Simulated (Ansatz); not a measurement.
Ansatz (a first-principles code) input file for C4H8OSi, SMILES O=CCC(=C)[SiH3], B3LYP-D3(BJ)/def2-SVP. 

Ansatz 0.2 input:
```yaml
crystal:
  periodic: [false, false, false]
  atoms:
    - {symbol: C, position_ang: [0.44939451, 1.70863870, -0.70091545]}
    - {symbol: C, position_ang: [0.43290492, 0.59791710, 0.02389803]}
    - {symbol: Si, position_ang: [1.89747784, -0.59421305, 0.11096705]}
    - {symbol: C, position_ang: [-0.80248746, 0.24363946, 0.81884505]}
    - {symbol: C, position_ang: [-1.63237643, -0.68969248, -0.01369378]}
    - {symbol: O, position_ang: [-2.74203045, -0.47033823, -0.40756477]}
    - {symbol: H, position_ang: [-0.38956339, 2.38788989, -0.73926538]}
    - {symbol: H, position_ang: [1.30865537, 1.98777567, -1.28709837]}
    - {symbol: H, position_ang: [1.47842731, -1.93232892, -0.31537285]}
    - {symbol: H, position_ang: [2.96767544, -0.09872415, -0.75027935]}
    - {symbol: H, position_ang: [2.33807927, -0.65866453, 1.50800919]}
    - {symbol: H, position_ang: [-0.52032331, -0.27068565, 1.73997851]}
    - {symbol: H, position_ang: [-1.38986825, 1.13255037, 1.05743096]}
    - {symbol: H, position_ang: [-1.10614163, -1.62914083, -0.27522642]}
basis:
  gaussian:
    orbitals: def2-SVP
hamiltonian:
  xc: b3lyp
  dispersion: d3bj
relax: {f_tol: 0.002, max_steps: 200}
```

It prints:

```
WARN ansatz: RAYON_NUM_THREADS=2 ignored (pool sized by the plan → 2); use --threads N
Functional definition: B3LYP
integrals: 0.10 GiB planned
1416 factors; integrals over basis functions are off by at most 5.8e-4 eV
mean field: 0.74 GiB planned
mean field evaluation 1: about -14187.5550 eV, gradient 5.7e1 eV
mean field evaluation 2: about -14181.0009 eV, gradient 8.0e1 eV
mean field evaluation 4: about -14195.1980 eV, gradient 5.5e0 eV
mean field evaluation 8: about -14195.2864 eV, gradient 1.9e-1 eV
mean field evaluation 16: about -14195.2865 eV, gradient 4.0e-5 eV
mean field -14195.28649047 eV, -521.6671566141 hartree, gradient 4.0e-5 eV, S^2 0.000000; 0 other end points of the search recorded, 0 dependent functions left out
the calculation of the forces begins
reference -14195.28674940 eV, -521.6671661294 hartree; 27, 27 occupied and 101, 101 virtual orbitals, 1416 factors
relax step   1: F+E_penalty+E_count = -14195.88222656 eV  Δ(F+E_penalty+E_count) = +0.000e0 eV  max|allowed force component| = 6.383e-1 eV/Å  Δτ_max = 0.0000 Å  (27 SCF iters, accepted)
these checks for a lower state are left out or cut short: starts, cluster_reference, orbital_swaps, neighbouring_geometries, increment
integrals: 0.10 GiB planned
1416 factors; integrals over basis functions are off by at most 6.2e-4 eV
mean field: 0.74 GiB planned
mean field -14195.36348939 eV, -521.6699862722 hartree, gradient 1.3e-5 eV, S^2 0.000000; 0 other end points of the search recorded, 0 dependent functions left out
the calculation of the forces begins
reference -14195.36375135 eV, -521.6699958988 hartree; 27, 27 occupied and 101, 101 virtual orbitals, 1416 factors
relax step   2: F+E_penalty+E_count = -14195.95096860 eV  Δ(F+E_penalty+E_count) = -6.874e-2 eV  max|allowed force component| = 2.055e-1 eV/Å  Δτ_max = 0.0678 Å  (32 SCF iters, accepted)
these checks for a lower state are left out or cut short: starts, cluster_reference, orbital_swaps, neighbouring_geometries, increment
integrals: 0.10 GiB planned
1416 factors; integrals over basis functions are off by at most 6.3e-4 eV
mean field: 0.74 GiB planned
mean field -14195.36424073 eV, -521.6700138835 hartree, gradient 2.6e-5 eV, S^2 0.000000; 0 other end points of the search recorded, 0 dependent functions left out
the calculation of the forces begins
reference -14195.36450431 eV, -521.6700235696 hartree; 27, 27 occupied and 101, 101 virtual orbitals, 1416 factors
relax step   3: F+E_penalty+E_count = -14195.94813600 eV  Δ(F+E_penalty+E_count) = +2.833e-3 eV  max|allowed force component| = 2.737e-1 eV/Å  Δτ_max = 0.0956 Å  (30 SCF iters, rejected (line search))
these checks for a lower state are left out or cut short: starts, cluster_reference, orbital_swaps, neighbouring_geometries, increment
integrals: 0.10 GiB planned
1416 factors; integrals over basis functions are off by at most 6.2e-4 eV
mean field: 0.74 GiB planned
mean field evaluation 32: about -14195.3499 eV, gradient 3.0e-2 eV
mean field -14195.37353198 eV, -521.6703553304 hartree, gradient 8.4e-6 eV, S^2 0.000000; 0 other end points of the search recorded, 0 dependent functions left out
the calculation of the forces begins
reference -14195.37379525 eV, -521.6703650053 hartree; 27, 27 occupied and 101, 101 virtual orbitals, 1416 factors
relax step   4: F+E_penalty+E_count = -14195.95935999 eV  Δ(F+E_penalty+E_count) = -8.391e-3 eV  max|allowed force component| = 8.618e-2 eV/Å  Δτ_max = 0.0478 Å  (30 SCF iters, accepted)
these checks for a lower state are left out or cut short: starts, cluster_reference, orbital_swaps, neighbouring_geometries, increment
integrals: 0.10 GiB planned
1416 factors; integrals over basis functions are off by at most 6.2e-4 eV
mean field: 0.74 GiB planned
mean field -14195.37626926 eV, -521.6704559238 hartree, gradient 1.5e-5 eV, S^2 0.000000; 0 other end points of the search recorded, 0 dependent functions left out
the calculation of the forces begins
reference -14195.37653281 eV, -521.6704656090 hartree; 27, 27 occupied and 101, 101 virtual orbitals, 1416 factors
relax step   5: F+E_penalty+E_count = -14195.96093198 eV  Δ(F+E_penalty+E_count) = -1.572e-3 eV  max|allowed force component| = 3.438e-2 eV/Å  Δτ_max = 0.0167 Å  (32 SCF iters, accepted)
these checks for a lower state are left out or cut short: starts, cluster_reference, orbital_swaps, neighbouring_geometries, increment
integrals: 0.10 GiB planned
1416 factors; integrals over basis functions are off by at most 6.2e-4 eV
[...]
mean field -14195.37904068 eV, -521.6705577716 hartree, gradient 1.6e-5 eV, S^2 0.000000; 0 other end points of the search recorded, 0 dependent functions left out
the calculation of the forces begins
reference -14195.37930376 eV, -521.6705674395 hartree; 27, 27 occupied and 101, 101 virtual orbitals, 1416 factors
relax step  13: F+E_penalty+E_count = -14195.96257511 eV  Δ(F+E_penalty+E_count) = -1.094e-4 eV  max|allowed force component| = 2.131e-2 eV/Å  Δτ_max = 0.0191 Å  (31 SCF iters, accepted)
these checks for a lower state are left out or cut short: starts, cluster_reference, orbital_swaps, neighbouring_geometries, increment
integrals: 0.10 GiB planned
1416 factors; integrals over basis functions are off by at most 6.2e-4 eV
mean field: 0.73 GiB planned
mean field -14195.37918427 eV, -521.6705630484 hartree, gradient 1.6e-5 eV, S^2 0.000000; 0 other end points of the search recorded, 0 dependent functions left out
the calculation of the forces begins
reference -14195.37944712 eV, -521.6705727079 hartree; 27, 27 occupied and 101, 101 virtual orbitals, 1416 factors
relax step  14: F+E_penalty+E_count = -14195.96261205 eV  Δ(F+E_penalty+E_count) = -3.695e-5 eV  max|allowed force component| = 5.684e-2 eV/Å  Δτ_max = 0.0200 Å  (31 SCF iters, accepted)
these checks for a lower state are left out or cut short: starts, cluster_reference, orbital_swaps, neighbouring_geometries, increment
integrals: 0.10 GiB planned
1416 factors; integrals over basis functions are off by at most 6.2e-4 eV
mean field: 0.73 GiB planned
mean field -14195.37916605 eV, -521.6705623787 hartree, gradient 3.4e-5 eV, S^2 0.000000; 0 other end points of the search recorded, 0 dependent functions left out
the calculation of the forces begins
reference -14195.37942891 eV, -521.6705720386 hartree; 27, 27 occupied and 101, 101 virtual orbitals, 1416 factors
relax step  15: F+E_penalty+E_count = -14195.96264230 eV  Δ(F+E_penalty+E_count) = -3.025e-5 eV  max|allowed force component| = 3.399e-2 eV/Å  Δτ_max = 0.0019 Å  (22 SCF iters, accepted)
these checks for a lower state are left out or cut short: starts, cluster_reference, orbital_swaps, neighbouring_geometries, increment
integrals: 0.10 GiB planned
1416 factors; integrals over basis functions are off by at most 6.3e-4 eV
mean field: 0.73 GiB planned
mean field -14195.37916808 eV, -521.6705624533 hartree, gradient 8.9e-6 eV, S^2 0.000000; 0 other end points of the search recorded, 0 dependent functions left out
the calculation of the forces begins
reference -14195.37943089 eV, -521.6705721115 hartree; 27, 27 occupied and 101, 101 virtual orbitals, 1416 factors
relax step  16: F+E_penalty+E_count = -14195.96265774 eV  Δ(F+E_penalty+E_count) = -1.544e-5 eV  max|allowed force component| = 9.710e-3 eV/Å  Δτ_max = 0.0043 Å  (25 SCF iters, accepted)
these checks for a lower state are left out or cut short: starts, cluster_reference, orbital_swaps, neighbouring_geometries, increment
integrals: 0.10 GiB planned
1416 factors; integrals over basis functions are off by at most 6.3e-4 eV
mean field: 0.73 GiB planned
mean field -14195.37919685 eV, -521.6705635104 hartree, gradient 9.4e-6 eV, S^2 0.000000; 0 other end points of the search recorded, 0 dependent functions left out
the calculation of the forces begins
reference -14195.37945959 eV, -521.6705731662 hartree; 27, 27 occupied and 101, 101 virtual orbitals, 1416 factors
relax step  17: F+E_penalty+E_count = -14195.96266673 eV  Δ(F+E_penalty+E_count) = -8.994e-6 eV  max|allowed force component| = 6.610e-3 eV/Å  Δτ_max = 0.0061 Å  (25 SCF iters, accepted)
these checks for a lower state are left out or cut short: starts, cluster_reference, orbital_swaps, neighbouring_geometries, increment
integrals: 0.10 GiB planned
1416 factors; integrals over basis functions are off by at most 6.3e-4 eV
mean field: 0.73 GiB planned
mean field -14195.37923374 eV, -521.6705648664 hartree, gradient 1.3e-5 eV, S^2 0.000000; 0 other end points of the search recorded, 0 dependent functions left out
the calculation of the forces begins
reference -14195.37949643 eV, -521.6705745200 hartree; 27, 27 occupied and 101, 101 virtual orbitals, 1416 factors
relax step  18: F+E_penalty+E_count = -14195.96267132 eV  Δ(F+E_penalty+E_count) = -4.584e-6 eV  max|allowed force component| = 5.426e-3 eV/Å  Δτ_max = 0.0049 Å  (24 SCF iters, accepted)
these checks for a lower state are left out or cut short: starts, cluster_reference, orbital_swaps, neighbouring_geometries, increment
integrals: 0.10 GiB planned
1416 factors; integrals over basis functions are off by at most 6.3e-4 eV
mean field: 0.73 GiB planned
mean field evaluation 128: about -14195.3792 eV, gradient 1.4e-1 eV
mean field -14195.37927160 eV, -521.6705662575 hartree, gradient 7.9e-5 eV, S^2 0.000000; 0 other end points of the search recorded, 0 dependent functions left out
the calculation of the forces begins
reference -14195.37953426 eV, -521.6705759103 hartree; 27, 27 occupied and 101, 101 virtual orbitals, 1416 factors
relax step  19: F+E_penalty+E_count = -14195.96267170 eV  Δ(F+E_penalty+E_count) = -3.874e-7 eV  max|allowed force component| = 5.598e-3 eV/Å  Δτ_max = 0.0024 Å  (21 SCF iters, accepted)
these checks for a lower state are left out or cut short: starts, cluster_reference, orbital_swaps, neighbouring_geometries, increment
integrals: 0.10 GiB planned
1416 factors; integrals over basis functions are off by at most 6.3e-4 eV
mean field: 0.73 GiB planned
mean field -14195.37927657 eV, -521.6705664404 hartree, gradient 2.2e-5 eV, S^2 0.000000; 0 other end points of the search recorded, 0 dependent functions left out
the calculation of the forces begins
reference -14195.37953924 eV, -521.6705760931 hartree; 27, 27 occupied and 101, 101 virtual orbitals, 1416 factors
relax step  20: F+E_penalty+E_count = -14195.96267313 eV  Δ(F+E_penalty+E_count) = -1.429e-6 eV  max|allowed force component| = 1.765e-3 eV/Å  Δτ_max = 0.0005 Å  (20 SCF iters, accepted)
integrals: 0.10 GiB planned
1416 factors; integrals over basis functions are off by at most 6.3e-4 eV
mean field: 0.73 GiB planned
mean field -14195.37927657 eV, -521.6705664404 hartree, gradient 2.2e-5 eV, S^2 0.000000; 1 other end points of the search recorded, 0 dependent functions left out
the calculation of the forces begins
reference -14195.37953924 eV, -521.6705760931 hartree; 27, 27 occupied and 101, 101 virtual orbitals, 1416 factors
Total energy: -14195.96293580 eV, -521.6920155212 hartree
Atom 0 at     0.508535     1.725365    -0.706708 Å, force    -0.000413    -0.001762     0.000632 eV/Å
Atom 1 at     0.439168     0.600420     0.023232 Å, force    -0.000644     0.001765    -0.000880 eV/Å
Atom 2 at     1.913621    -0.569615     0.109184 Å, force     0.000274    -0.000279     0.000219 eV/Å
Atom 3 at    -0.829420     0.249387     0.781801 Å, force     0.000036    -0.000563     0.000381 eV/Å
Atom 4 at    -1.694332    -0.730454     0.006324 Å, force    -0.000206     0.000560    -0.001349 eV/Å
Atom 5 at    -2.863968    -0.565447    -0.222885 Å, force     0.001243    -0.000405     0.000389 eV/Å
Atom 6 at    -0.330182     2.430627    -0.757490 Å, force     0.000211     0.000378     0.000100 eV/Å
Atom 7 at     1.403767     1.992632    -1.276424 Å, force     0.000270     0.000211    -0.000090 eV/Å
Atom 8 at     1.529639    -1.938527    -0.349232 Å, force    -0.000039     0.000087    -0.000050 eV/Å
Atom 9 at     3.016556    -0.048831    -0.745683 Å, force    -0.000112     0.000103     0.000059 eV/Å
Atom 10 at     2.378265    -0.690214     1.523821 Å, force    -0.000106    -0.000166    -0.000065 eV/Å
Atom 11 at    -0.581387    -0.232674     1.747023 Å, force     0.000367     0.000209    -0.000052 eV/Å
Atom 12 at    -1.442518     1.138393     0.995155 Å, force    -0.000194     0.000184     0.000109 eV/Å
Atom 13 at    -1.157920    -1.646438    -0.358405 Å, force    -0.000685    -0.000322     0.000596 eV/Å
Dipole moment:     0.425616     0.105321     0.114034 e Å
```

The calculation finished and met its thresholds.
